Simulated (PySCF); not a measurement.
Precursor series Zn Br-H. Isolated molecules, 0 K electronic values unless said otherwise.

The charge on the central atom (meta-Löwdin) from two functionals at the same geometries (BP86-D3(BJ)/def2-SVP), both in PySCF: PBE-D3(BJ)/def2-TZVP and B3LYP-D3(BJ)/def2-TZVP. B3LYP has the VWN-RPA correlation part, as in Gaussian. 

```csv
species,PBE-D3(BJ)/def2-TZVP (e),B3LYP-D3(BJ)/def2-TZVP (e)
0 of 2 Br replaced by H ([Zn(Br)2]),1.13,1.17
1 of 2 Br replaced by H ([Zn(Br)(H)]),0.95,0.99
2 of 2 Br replaced by H ([Zn(H)2]),0.83,0.87
```

Over these rows, drawn at random from the members with no instability flagged (it was tested for open shells, ions and some series alone), PBE minus B3LYP-D3(BJ): mean -0.04 e, from -0.04 e to -0.04 e.
